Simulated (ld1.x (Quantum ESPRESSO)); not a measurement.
## Transferability test, PAW potential for cadmium (Cd)

- Element: Cd (Z = 48)
- Generator: ld1.x (Quantum ESPRESSO) 7.5
- Type: PAW
- Functional: LDA (PZ)
- Relativity: scalar-relativistic
- Frozen core: [Kr] 4d10
- Valence charge: 2
- Reference configuration: 5s1.5 5p0.5
- Partial waves: 5s (bound): rcut 2.10, rcutus 2.80 bohr; 5s channel at 0.65 Ry: rcut 2.10, rcutus 2.80 bohr; 5p (bound): rcut 2.35, rcutus 3.05 bohr; 5p channel at -0.13 Ry: rcut 2.35, rcutus 3.05 bohr
- Local potential: all-electron potential smoothed inside 3.00 bohr (lloc = -1)
- Core correction: Bessel-smoothed model core, default radius (core density twice the valence density)
- Augmentation charge: PSQ, inside the norm-conserving radii

Energies are relative to the spin-unpolarised reference configuration 5s1.5 5p0.5; without spin polarisation the order of configurations can differ from experiment. Spin-polarised rows fill each open shell by Hund’s rule, majority spin first.

(1) Give the all-electron excitation energy and the error of the potential for: 5s2 5p0; 5s1 5p0; 5s1.5 5p0; 5s1 5p1; 5s0 5p2; 5s0 5p1; 5s1.5 5p0.5 (spin-polarised); 5s1 5p0 (spin-polarised).

## Answers

(1)

```json
{"valence configuration": "5s2 5p0", "charge": "0", "ΔE all-electron (eV)": "-2.352", "error AE − PS (meV)": "-8.0"}
{"valence configuration": "5s1 5p0", "charge": "+1", "ΔE all-electron (eV)": "7.276", "error AE − PS (meV)": "-69"}
{"valence configuration": "5s1.5 5p0", "charge": "+0.5", "ΔE all-electron (eV)": "1.524", "error AE − PS (meV)": "-5.4"}
{"valence configuration": "5s1 5p1", "charge": "0", "ΔE all-electron (eV)": "2.438", "error AE − PS (meV)": "-8.1"}
{"valence configuration": "5s0 5p2", "charge": "0", "ΔE all-electron (eV)": "7.562", "error AE − PS (meV)": "-67"}
{"valence configuration": "5s0 5p1", "charge": "+1", "ΔE all-electron (eV)": "13.184", "error AE − PS (meV)": "-171"}
{"valence configuration": "5s1.5 5p0.5 (spin-polarised)", "charge": "0", "ΔE all-electron (eV)": "-0.119", "error AE − PS (meV)": "-3.0"}
{"valence configuration": "5s1 5p0 (spin-polarised)", "charge": "+1", "ΔE all-electron (eV)": "7.087", "error AE − PS (meV)": "-79"}
```
